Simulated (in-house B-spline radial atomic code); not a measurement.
Response of the silicon ion Si⁴⁺ as one setting changes: the share of exact exchange in a PBE hybrid. A dash marks a strongly mixed or unbound state. Computed with a B-spline radial code for spherical atoms: linear response of the closed shell [He] 2s2 2p6 with the functional's adiabatic kernel; non-relativistic, point nucleus, no spin-orbit coupling, no double excitations, S, P, D and F terms only. Only terms of natural parity with L up to 3 were computed.

```json
{"share of exact exchange in a PBE hybrid": "0", "lowest 1P (eV)": "2p → 3s 98.74", "lowest 3P, Tamm-Dancoff (eV)": "2p → 3s 97.79", "minus highest occupied level (eV)": "148.52", "α (bohr³)": "0.1713"}
{"share of exact exchange in a PBE hybrid": "0.1", "lowest 1P (eV)": "?", "lowest 3P, Tamm-Dancoff (eV)": "?", "minus highest occupied level (eV)": "?", "α (bohr³)": "?"}
{"share of exact exchange in a PBE hybrid": "0.2", "lowest 1P (eV)": "2p → 3s 100.59", "lowest 3P, Tamm-Dancoff (eV)": "2p → 3s 99.59", "minus highest occupied level (eV)": "152.79", "α (bohr³)": "0.1693"}
{"share of exact exchange in a PBE hybrid": "0.3", "lowest 1P (eV)": "2p → 3s 101.51", "lowest 3P, Tamm-Dancoff (eV)": "2p → 3s 100.49", "minus highest occupied level (eV)": "154.92", "α (bohr³)": "0.1682"}
{"share of exact exchange in a PBE hybrid": "0.4", "lowest 1P (eV)": "2p → 3s 102.42", "lowest 3P, Tamm-Dancoff (eV)": "2p → 3s 101.38", "minus highest occupied level (eV)": "157.06", "α (bohr³)": "0.1673"}
{"share of exact exchange in a PBE hybrid": "0.5", "lowest 1P (eV)": "2p → 3s 103.33", "lowest 3P, Tamm-Dancoff (eV)": "2p → 3s 102.27", "minus highest occupied level (eV)": "159.20", "α (bohr³)": "0.1663"}
{"share of exact exchange in a PBE hybrid": "0.6", "lowest 1P (eV)": "2p → 3s 104.24", "lowest 3P, Tamm-Dancoff (eV)": "2p → 3s 103.16", "minus highest occupied level (eV)": "161.35", "α (bohr³)": "0.1653"}
{"share of exact exchange in a PBE hybrid": "0.7", "lowest 1P (eV)": "2p → 3s 105.14", "lowest 3P, Tamm-Dancoff (eV)": "2p → 3s 104.04", "minus highest occupied level (eV)": "163.49", "α (bohr³)": "0.1644"}
{"share of exact exchange in a PBE hybrid": "0.8", "lowest 1P (eV)": "2p → 3s 106.04", "lowest 3P, Tamm-Dancoff (eV)": "2p → 3s 104.92", "minus highest occupied level (eV)": "165.64", "α (bohr³)": "0.1635"}
{"share of exact exchange in a PBE hybrid": "0.9", "lowest 1P (eV)": "?", "lowest 3P, Tamm-Dancoff (eV)": "?", "minus highest occupied level (eV)": "?", "α (bohr³)": "?"}
{"share of exact exchange in a PBE hybrid": "1", "lowest 1P (eV)": "2p → 3s 107.83", "lowest 3P, Tamm-Dancoff (eV)": "2p → 3s 106.68", "minus highest occupied level (eV)": "169.94", "α (bohr³)": "0.1617"}
```

Question: What belongs in the row for 0.9?

Answer: lowest 1P (eV): 2p → 3s 106.93; lowest 3P, Tamm-Dancoff (eV): 2p → 3s 105.80; minus highest occupied level (eV): 167.79; α (bohr³): 0.1626.

Question: What belongs in the row for 0.1?

Answer: lowest 1P (eV): 2p → 3s 99.67; lowest 3P, Tamm-Dancoff (eV): 2p → 3s 98.69; minus highest occupied level (eV): 150.65; α (bohr³): 0.1703.
